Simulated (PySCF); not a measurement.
Al(Cl)(Br)(NH2) (AlBrClH2N), SMILES [NH2][Al]([Cl])[Br].

Geometry: PBE0-D3(BJ)/def2-SVP. The structure was generated by enumeration; whether it is a known compound was not checked. One conformer was computed; it need not be the lowest.

Method: TDDFT-PBE/def2-SVPD (PySCF).

Vertical excitations. Gas-phase values at a fixed geometry. State labels are in the subgroup Cs.

| state | symmetry | energy (eV) | λ (nm) | f | main pairs |
|---|---|---|---|---|---|
| S1 | A" | 5.00 | 248 | 0.012 | HOMO→LUMO 100 % |
| S2 | A' | 5.73 | 216 | 0.022 | HOMO−1→LUMO 98 % |
| S3 | A" | 5.94 | 209 | 0.019 | HOMO−2→LUMO 99 % |
| S4 | A' | 6.08 | 204 | 0.061 | HOMO→LUMO+1 85 % |
| S5 | A" | 6.28 | 197 | 0.000 | HOMO−1→LUMO+1 100 % |
| S6 | A' | 6.46 | 192 | 0.104 | HOMO−3→LUMO 88 % |
| S7 | A" | 6.63 | 187 | 0.002 | HOMO→LUMO+2 87 % |
| S8 | A" | 6.72 | 184 | 0.094 | HOMO−4→LUMO 85 % |
| S9 | A' | 6.76 | 183 | 0.035 | HOMO−2→LUMO+1 89 % |
| S10 | A" | 6.95 | 179 | 0.000 | HOMO−3→LUMO+1 100 % |
| T1 | A" | 4.71 | 263 | 0 | HOMO→LUMO 99 % |
| T2 | A' | 5.15 | 241 | 0 | HOMO→LUMO+1 99 % |
| T3 | A' | 5.53 | 224 | 0 | HOMO−1→LUMO 100 % |
| T4 | A" | 5.69 | 218 | 0 | HOMO−2→LUMO 98 % |
Triplets are in the Tamm–Dancoff approximation, which puts them higher than full response would, so one can lie above its singlet here.
